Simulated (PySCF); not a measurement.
Species: C4H12N2Si3.
Numbering: `[N:1]#[C:2][CH2:3][CH2:4][SiH2:5][N:6]1[SiH2:7][CH2:8][SiH2:9]1`

NICS = −σ at a ghost point: NICS(0) at the centroid of the ring atoms, NICS(1) 1 Å to either side along the normal of their mean plane, zz for the tensor component along that normal. Level: GIAO PBE0/pcSseg-1 (PySCF, non-relativistic, gas phase) on the GFN2-xTB geometry, one conformer.

Ring bond lengths (Å), with Mayer bond orders in brackets: N6–Si7 1.763 (0.89), Si7–C8 1.912 (0.92), C8–Si9 1.909 (0.92), Si9–N6 1.762 (0.89).

Question: What do the NICS probes read (ppm)?

Answer: 
```json
{"ring": "N6–Si7–C8–Si9", "type": "4-membered ring with N and 2 Si; formal bonds all single", "NICS(0)": "-2.7", "NICS(1), two faces": "-1.3 / -1.3", "NICS(1)zz, two faces": "3.3 / 3.4", "rms pucker (Å)": "0.00", "centre to ring atoms, mean (Å)": "1.30"}
```

Question: What can be read from them?

Answer: 
- N6–Si7–C8–Si9: mean NICS(1)zz 3.4 ppm, deshielded. Si7, C8, Si9 have four or more neighbours, so the value isn't read as a sign of a π ring current.

Question: What are the shieldings of the ring atoms and their hydrogens in the same run (means over atoms taken as equivalent)?

Answer: 
```json
{"atoms": "N6", "environment": "nitrogen bridging silicon atoms", "σ isotropic (ppm)": "240.3", "principal values of the symmetric part, first atom (ppm)": "219.6, 226.9, 274.5"}
{"atoms": "Si7 (×2)", "environment": "SiH2 silicon", "σ isotropic (ppm)": "364.1", "principal values of the symmetric part, first atom (ppm)": "330.6, 343.2, 420.4"}
{"atoms": "C8", "environment": "sp3 carbon bound to silicon", "σ isotropic (ppm)": "187.6", "principal values of the symmetric part, first atom (ppm)": "159.5, 201.1, 202.2"}
{"atoms": "H on Si7 (×4)", "environment": "Si–H hydrogen", "σ isotropic (ppm)": "26.21", "principal values of the symmetric part, first atom (ppm)": "22.4, 25.3, 30.9"}
{"atoms": "H on C8 (×2)", "environment": "methylene hydrogen", "σ isotropic (ppm)": "30.72", "principal values of the symmetric part, first atom (ppm)": "26.6, 27.6, 37.9"}
```

Shape of the structure used: `[N:1]#[C:2][CH2:3][CH2:4][SiH2:5][N:6]1[SiH2:7][CH2:8][SiH2:9]1`: C2–C3–C4–Si5 178°, C3–C4–Si5–N6 179°, C4–Si5–N6–Si7 -8°.
